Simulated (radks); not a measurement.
The nitrogen anion N3-, [Ne], held by a Watson sphere: a shell of charge +3 at radius R that stands for the Madelung well of a crystal (potential energy -3/R inside, -3/r outside, in hartree with lengths in bohr). Method: non-relativistic Kohn-Sham, r2SCAN, spin-polarised, spherical densities, point nucleus; meta-GGA in the generalised Kohn-Sham scheme; computed with a radial shooting solver on a logarithmic mesh with Libxc functionals.

R (bohr),e(1s) (eV),e(2s) (eV),e(2p) (eV),<r> 2p (bohr),sum of <r^2> (bohr^2),X-ray form factor at sin(theta)/lambda = 0.3 1/angstrom
2.31,-382.80,-18.117,-6.747,1.867,32.66,3.175
2.38,-382.88,-17.834,-6.534,1.895,33.62,3.162
2.59,-383.05,-17.072,-5.941,1.978,36.57,3.136
2.78,-383.15,-16.488,-5.465,2.053,39.34,3.127
3.5,-383.23,-14.986,-4.102,2.335,51.00,3.137
3.56,-383.23,-14.900,-4.015,2.359,52.07,3.139
3.79,-383.21,-14.614,-3.710,2.449,56.30,3.144
3.82,-383.21,-14.581,-3.673,2.460,56.86,3.145
3.89,-383.20,-14.508,-3.590,2.487,58.21,3.147
